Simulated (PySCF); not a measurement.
H₂Al, charge +1, singlet, at a GFN2-xTB geometry (such geometries of metal compounds can be far from the true shape). Base run: PySCF with M062X/6-31+G*.

Input for PySCF:
```python
from pyscf import gto, scf, dft, solvent

mol = gto.Mole()
mol.atom = '''
    Al    0.00000000    0.00000000    0.00000000
    H    -0.00000000   -0.00000000   -1.52459625
    H     0.00000000    0.00000000    1.52459625
'''
mol.basis = '6-31+g*'
mol.charge = 1
mol.verbose = 4
mol.build()

mf = dft.RKS(mol)
mf.xc = 'm062x'
mf.kernel()
mf.analyze()
```

The base run was repeated with changes; each row names its change, and settings that it needs were set with it.

```tsv
change	ΔE vs base (kcal/mol)	HOMO-LUMO gap (eV)
base	0.000	9.84
model = IEF-PCM; solvent = water; vdw_scale = 1.0	-99.0	9.96
model = COSMO; solvent = water	-76.2	9.97
model = IEF-PCM; solvent = water; vdw_scale = 1.4	-64.3	9.93
model = IEF-PCM; solvent = water	-76.7	9.97
model = IEF-PCM; solvent = water; lebedev_order = 41	-76.7	9.97
model = IEF-PCM; solvent = water; r_probe = 0.5	-60.56	9.95
model = SS(V)PE; solvent = water	-75.0	9.99
model = IEF-PCM; solvent = dichloromethane	-68.8	9.94
model = ddCOSMO; solvent = water	-67.3	9.94
model = IEF-PCM; solvent = water; vdw_scale = 1.1	-85.9	9.98
model = IEF-PCM; solvent = n-hexane	-36.04	9.87
```

The base is the gas phase, so ΔE is the electrostatic part of solvation at a fixed geometry, without cavity and dispersion terms.
